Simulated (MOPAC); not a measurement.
MOPAC input (MNDO):

```
MNDO 1SCF UHF MS=0.5 GEO-OK AUX(PRECISION=9) THREADS=1
CH6BOSi

C     1.78962200 1    0.61908300 1    0.11804400 1
Si    0.52604500 1   -0.76064200 1   -0.12688800 1
B    -1.42001700 1   -0.24593100 1   -0.05161500 1
O    -1.96010500 1    0.95970200 1    0.15146100 1
H     1.67494300 1    1.38980600 1   -0.64607400 1
H     1.66335700 1    1.09157300 1    1.09367300 1
H     2.80775800 1    0.22822000 1    0.05782100 1
H     0.72089600 1   -1.80907300 1    0.90878600 1
H     0.73660600 1   -1.40472200 1   -1.44999900 1
H    -2.92499000 1    0.99073500 1    0.15035500 1
```

From the output:

```
                                                       MOPAC v23.2.5 Linux

          FINAL HEAT OF FORMATION =        -44.71228 KCAL/MOL =    -187.07619 KJ/MOL

          COSMO AREA              =        122.79 SQUARE ANGSTROMS
          COSMO VOLUME            =        111.82 CUBIC ANGSTROMS

          IONIZATION POTENTIAL    =          7.691494 EV
          ALPHA SOMO LUMO (EV)    =         -7.691  1.431
          BETA  SOMO LUMO (EV)    =        -11.031  0.112
          NO. OF ALPHA ELECTRONS  =         12
          NO. OF BETA  ELECTRONS  =         11
          MOLECULAR WEIGHT        =         72.9533         POINT GROUP:  Cs

          MOLECULAR DIMENSIONS (Angstroms)

            Atom       Atom       Distance
            H    10    H     7     5.78398
            H     6    H     9     3.64136
            H     8    H     5     3.41385

          SCF CALCULATIONS        =          1

   ATOM   CHEMICAL          X               Y               Z
  NUMBER   SYMBOL      (ANGSTROMS)     (ANGSTROMS)     (ANGSTROMS)

     1       C          1.78962200  *   0.61908300  *   0.11804400  *
     2      Si          0.52604500  *  -0.76064200  *  -0.12688800  *
     3       B         -1.42001700  *  -0.24593100  *  -0.05161500  *
     4       O         -1.96010500  *   0.95970200  *   0.15146100  *
     5       H          1.67494300  *   1.38980600  *  -0.64607400  *
     6       H          1.66335700  *   1.09157300  *   1.09367300  *
     7       H          2.80775800  *   0.22822000  *   0.05782100  *
     8       H          0.72089600  *  -1.80907300  *   0.90878600  *
     9       H          0.73660600  *  -1.40472200  *  -1.44999900  *
    10       H         -2.92499000  *   0.99073500  *   0.15035500  *

                             CARTESIAN COORDINATES

   1    C        1.789622000     0.619083000     0.118044000
   2   Si        0.526045000    -0.760642000    -0.126888000
   3    B       -1.420017000    -0.245931000    -0.051615000
   4    O       -1.960105000     0.959702000     0.151461000
   5    H        1.674943000     1.389806000    -0.646074000
   6    H        1.663357000     1.091573000     1.093673000
   7    H        2.807758000     0.228220000     0.057821000
   8    H        0.720896000    -1.809073000     0.908786000
   9    H        0.736606000    -1.404722000    -1.449999000
  10    H       -2.924990000     0.990735000     0.150355000

           Empirical Formula: C H6 O Si B  =    10 atoms

      MOLECULAR POINT GROUP   :   Cs

          ALPHA EIGENVALUES
 -42.19766 -31.18369 -21.88499 -18.27914 -16.30495 -14.17419 -13.96558 -13.91639
 -12.64673 -11.23291 -11.09545  -7.69149   1.43066   2.05811   2.33125   2.45821
   3.06623   4.44455   4.44820   4.96969   6.14685   7.05617

           BETA EIGENVALUES
 -42.00056 -31.09939 -21.58300 -18.03405 -15.51944 -14.14648 -13.93361 -13.90558
 -12.00881 -11.23072 -11.03087   0.11233   1.70373   2.38144   2.64846   2.73988
   3.15037   4.46131   4.46773   5.26685   6.16200   7.55173

              NET ATOMIC CHARGES AND DIPOLE CONTRIBUTIONS

  ATOM NO.   TYPE          CHARGE      No. of ELECS.   s-Pop       p-Pop
    1          C          -0.308073        4.3081     1.26495     3.04312
    2         Si           1.198518        2.8015     1.07769     1.72379
    3          B          -0.231055        3.2311     1.63430     1.59676
    4          O          -0.235447        6.2354     1.75729     4.47816
    5          H          -0.000711        1.0007     1.00071
    6          H          -0.000711        1.0007     1.00071
    7          H           0.002125        0.9979     0.99787
    8          H          -0.325537        1.3255     1.32554
    9          H          -0.325537        1.3255     1.32554
   10          H           0.226428        0.7736     0.77357
 DIPOLE           X         Y         Z       TOTAL
 POINT-CHG.    -1.270    -0.011    -0.010     1.270
 HYBRID        -0.196     0.889     0.151     0.923
 SUM           -1.466     0.878     0.141     1.715

          ATOMIC ORBITAL ELECTRON POPULATIONS

     Atom    s        px        py        pz
    1  C   1.26495   1.04136   1.06203   0.93973
    2 Si   1.07769   0.60449   0.58010   0.53921
    3  B   1.63430   0.69926   0.61116   0.28634
    4  O   1.75729   1.22588   1.52835   1.72392
    5  H   1.00071
    6  H   1.00071
    7  H   0.99787
    8  H   1.32554
    9  H   1.32554
   10  H   0.77357

                    (SZ)    =    0.500000
                    (S**2)  =    0.757647

          ATOMIC ORBITAL SPIN POPULATIONS

    Atom   Total    s     px     py     pz
         Atomic
    1  C  0.0160  0.005  0.004  0.005  0.001
    2 Si  0.3552  0.063  0.221  0.057  0.014
    3  B  0.5641  0.142  0.230  0.173  0.019
    4  O  0.0582 -0.001 -0.005  0.076 -0.011
    5  H -0.0008 -0.001
    6  H -0.0008 -0.001
    7  H  0.0040  0.004
    8  H -0.0082 -0.008
    9  H -0.0082 -0.008
   10  H  0.0207  0.021

 **********************
 *                    *
 * JOB ENDED NORMALLY *
 *                    *
 **********************

 == MOPAC DONE ==
```

The geometry given is a B3LYP-D3(BJ)/def2-TZVP minimum.
